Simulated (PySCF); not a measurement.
Structure from 2D NMR

Compound of formula C8H7ClO2. Correlations simulated from computed shifts and the bond graph:

HSQC (one-bond C–H):
```tsv
δH	δC
8.59	139.4
7.54	137.7
7.37	131.5
2.52	23.9
```

COSY cross peaks (H two or three bonds apart, from the bond graph; peaks can be absent where the dihedral angle is near 90°):
```tsv
δH	δH
8.59	7.37
```

HMBC (two and three bonds, from the bond graph):
```tsv
δH	δC
8.59	168.2, 151.4, 151.0, 131.5, 125.8
7.54	151.4, 151.0, 131.5, 125.8, 23.9
7.37	151.0, 139.4, 137.7, 125.8, 23.9
2.52	151.0, 137.7, 131.5
```

Carbons without hydrogens: δ 168.2, 151.4, 151.0, 125.8.

Isolated molecule, no relativistic terms, a single conformation, one averaged value for each set of equivalent atoms. GFN2-xTB structure; NMR shieldings at PBE0/pcSseg-1/GIAO; PySCF 2.14.

Shifts are taken against calculated references (same method and geometry level): TMS for $^{1}$H, $^{13}$C.

Exchangeable hydrogens are left out of these lists.

Work out the connectivity.

Results:

`OC(c1ccc(C)cc1Cl)=O`.

Structure with atom numbers: `[CH3:1][c:2]1[cH:3][cH:4][c:5]([C:6](=[O:7])[OH:8])[c:9]([Cl:10])[cH:11]1`; H(Xn) means a hydrogen on atom n.

1. δC 168.2 is C6, a carboxylic acid carbon.
2. δC 151.4 is C9, an aromatic carbon bearing chlorine.
3. δC 151.0 is C2, a substituted aromatic carbon.
4. δC 139.4 is C4, an aromatic CH (δH 8.59).
5. δC 137.7 is C11, an aromatic CH (δH 7.54).
6. δC 131.5 is C3, an aromatic CH (δH 7.37).
7. δC 125.8 is C5, a substituted aromatic carbon.
8. δC 23.9 is C1, a methyl carbon on an aromatic ring (δH 2.52).
9. HMBC from δH 8.59 reaches the proton-free carbons C6, C9, C2, C5.
10. HMBC from δH 7.54 reaches the proton-free carbons C9, C2, C5.
11. HMBC from δH 7.37 reaches the proton-free carbons C2, C5.
12. HMBC from δH 2.52 reaches the proton-free carbon C2.
13. COSY links 8.59–7.37.

The data come from this structure; uniqueness wasn't tested.

Exchangeable OH/NH protons stand at their gas-phase positions; hydrogen bonding in a real sample shifts them, mostly to higher δ. Carbons that carry Cl, above all several Cl atoms, come out too deshielded, partly because spin–orbit coupling is missing. Shifts are as computed. Against solution values, carbons near 30 ppm lie about +3 ppm off and those near 130 ppm about +5 ppm; carbons on Cl a further +6 ppm. Of 1211 compounds with measured shifts, 218 miss one by over three times the rms of a fit or turn the order of signals round; such compounds aren't used in these exercises. Hydrogen bonding in solution deshields acid and N–H amide carbonyl carbons by as much as 10 ppm beyond these values.
